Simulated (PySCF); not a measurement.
## Electronic absorption of C5H6S2

Compound: C₅H₆S₂.
SMILES with atom numbers: `[CH3:1][S:2][c:3]1[cH:4][cH:5][cH:6][s:7]1` (hydrogens: H8, H9, H10 on C1; H11 on C4; H12 on C5; H13 on C6)

Computed with TDDFT CAM-B3LYP/def2-SVPD, vertical, gas phase, core orbitals frozen in the response (PySCF 2.14.0, density-fitted response routines). The structure is a single GFN2-xTB conformer in the gas phase; no vibrational or solvent corrections. Torsions of this conformer, `[CH3:1][S:2][c:3]1[cH:4][cH:5][cH:6][s:7]1`: C1–S2–C3–C4 180°.

| state | λ (nm) | E (eV) | f | symmetry | main configurations (H = HOMO, L = LUMO) |
| --- | --- | --- | --- | --- | --- |
| S1 | 255.0 | 4.86 | 0.0019 | – | H→L+1 (66%), H→L+3 (11%) |
| S2 | 253.1 | 4.90 | 0.203 | A′ | H→L (96%) |
| S3 | 226.7 | 5.47 | 0.0004 | – | H→L+2 (71%) |
| S4 | 220.3 | 5.63 | 0.011 | A″ | H→L+3 (72%), H→L+1 (16%) |
| S5 | 209.9 | 5.91 | 0.036 | A′ | H-1→L (68%), H→L+9 (15%), H→L+6 (12%) |
| S6 | 202.2 | 6.13 | 0.0019 | – | H→L+4 (83%) |
| S7 | 197.0 | 6.30 | 0.0020 | – | H-1→L+2 (31%), H-1→L+1 (30%), H-1→L+4 (12%) |
| S8 | 187.1 | 6.63 | 0.0046 | A″ | H→L+5 (63%), H→L+8 (20%) |

Triplets (Tamm–Dancoff): T1 3.35 eV, H→L (88%); T2 4.54 eV, H→L+1 (60%), H→L+3 (12%); T3 4.74 eV, H-1→L (80%).

The lowest singlet comes at 255 nm (469 kJ/mol) in the ultraviolet; it is very weak; its leading configuration is HOMO→LUMO+1 (66%). The strongest level in the table is S2 at 4.90 eV (253 nm, f = 0.203). Löwdin shares by element: HOMO carbon 43% or more, sulfur 37% or more (atoms not listed hold the other 20%); LUMO carbon 51% or more, sulfur 21% or more (atoms not listed hold the other 28%). Weighted by f, the mean energy of these states is 5.12 eV. The oscillator strengths of these states sum to 0.260; summed over the whole spectrum of an exact calculation they would give the number of electrons, 68 (Thomas–Reiche–Kuhn). The listed states span 1.77 eV, and the widest gap between neighbours is 0.57 eV (S2 to S3). No computed singlet lies in the visible range (380 to 750 nm); the lowest, at 255 nm, stands 1.60 eV above its violet end (3.26 eV). Symmetry labels in Cs follow from the direction of the transition dipole and are given only for states with f of 0.002 or more. Singlets were solved by full linear response, triplets in the Tamm–Dancoff approximation.
